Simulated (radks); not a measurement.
Effect of the nuclear size on the iodine ion I23+, [Ar] 3d10 4s2. Method: Dirac Kohn-Sham, LDA (Slater exchange, Perdew-Wang correlation), spin-unpolarised, spherical densities, finite nucleus; Fermi nuclear charge, rms radius 4.75 fm; computed with a radial shooting solver on a logarithmic mesh with Libxc functionals. The rms radius is varied about that value; shifts are against it.

| rms radius (fm) | total energy shift (eV) | density at nucleus (e/bohr^3) | 1s1/2 shift (meV) | 2s1/2 shift (meV) | 3s1/2 shift (meV) | 3p1/2 shift (meV) | 4s1/2 shift (meV) | 4p1/2 (empty) shift (meV) | 5s1/2 (empty) shift (meV) |
|---|---|---|---|---|---|---|---|---|---|
| 4.142 | -1.42 | 2.545e+05 | -592 | -69.5 | -13.9 | 0.814 | -3.97 | 0.298 | -1.67 |
| 4.3273 | -1.00 | 2.526e+05 | -418 | -49.1 | -9.81 | 0.576 | -2.81 | 0.211 | -1.18 |
| 4.75 | 0 | 2.485e+05 | 0.000 | 0.000 | 0.000 | 0.000 | 0.000 | 0.000 | 0.000 |
| 5.1965 | 1.14 | 2.447e+05 | 477 | 56.0 | 11.2 | -0.656 | 3.20 | -0.240 | 1.35 |
| 5.9185 | 3.17 | 2.393e+05 | 1320 | 155 | 31.0 | -1.82 | 8.87 | -0.666 | 3.73 |

Slopes of the eigenvalues against <r^2> in GHz/fm^2, as finite differences over the two radii next to the reference (eigenvalue slopes, not the field-shift constants of lines): 1s1/2 26100, 2s1/2 3070, 3s1/2 613, 3p1/2 -36.0, 4s1/2 175, 4p1/2 (empty) -13.2, 5s1/2 (empty) 73.9.
